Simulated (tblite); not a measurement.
C₆H₁₁FOSi.
SMILES with atom numbers: `[F:1]/[CH:2]=[CH:3]\[O:4][SiH2:5][CH2:6][CH:7]1[CH2:8][CH2:9]1` (hydrogens: H10 on C2; H11 on C3; H12, H13 on Si5; H14, H15 on C6; H16 on C7; H17, H18 on C8; H19, H20 on C9)

The geometry is computed with GFN2-xTB (gas phase).

**Question.** List the bond lengths, angles and torsions at this level.

**Answer.** 
| bond | length (Å) |
| --- | --- |
| F1–C2 | 1.350 |
| C2=C3 | 1.325 |
| C3–O4 | 1.329 |
| O4–Si5 | 1.640 |
| Si5–C6 | 1.902 |
| C6–C7 | 1.508 |
| C7–C8, C7–C9 | 1.498 |
| C8–C9 | 1.500 |
| C2–H10 | 1.076 |
| C3–H11 | 1.084 |
| Si5–H12, Si5–H13 | 1.461 |
| C6–H14, C6–H15 | 1.093 |
| C7–H16 | 1.083 |
| C8–H17, C9–H19 | 1.079 |
| C8–H18, C9–H20 | 1.080 |

Bonds in one row agree within 0.01 Å and their mean is given. A selection of angles:
| angle | degrees |
| --- | --- |
| F1–C2–C3 | 122.9 |
| C2–C3–O4 | 128.3 |
| C3–O4–Si5 | 139.1 |
| O4–Si5–C6 | 105.4 |
| Si5–C6–C7 | 111.8 |
| C6–C7–C8 | 119.6 |
| C8–C7–C9 | 60.1 |
| C7–C8–C9 | 60.0 |

Dihedral angles: F1–C2–C3–O4 0° (synperiplanar); C2–C3–O4–Si5 7° (synperiplanar); C3–O4–Si5–C6 -119° (anticlinal); O4–Si5–C6–C7 -164° (antiperiplanar); Si5–C6–C7–C8 82° (synclinal); C6–C7–C8–C9 110° (anticlinal); C6–C7–C9–C8 -109° (anticlinal). The mirror-image conformer, all signs reversed, is as good.

Of the pairs four or more bonds apart, F1···Si5 is among the closest relative to their van der Waals radii: 3.21 Å, 90 % of the sum of Bondi's values. Si5 (oxygen-bound silicon) is distorted tetrahedral (angles from 101.2° to 115.3°). The 3-membered ring C7–C8–C9 has internal angles of 59.9° to 60.1°. The 5 C–C bonds span 1.325 Å (C2=C3, drawn double) to 1.508 Å (C6–C7, drawn single), a spread of 0.183 Å.

Point group: C1 (no symmetry element, even within 0.4 Å). GFN2-xTB frequencies show an imaginary mode (48i cm⁻¹), so the point is no minimum at that level.
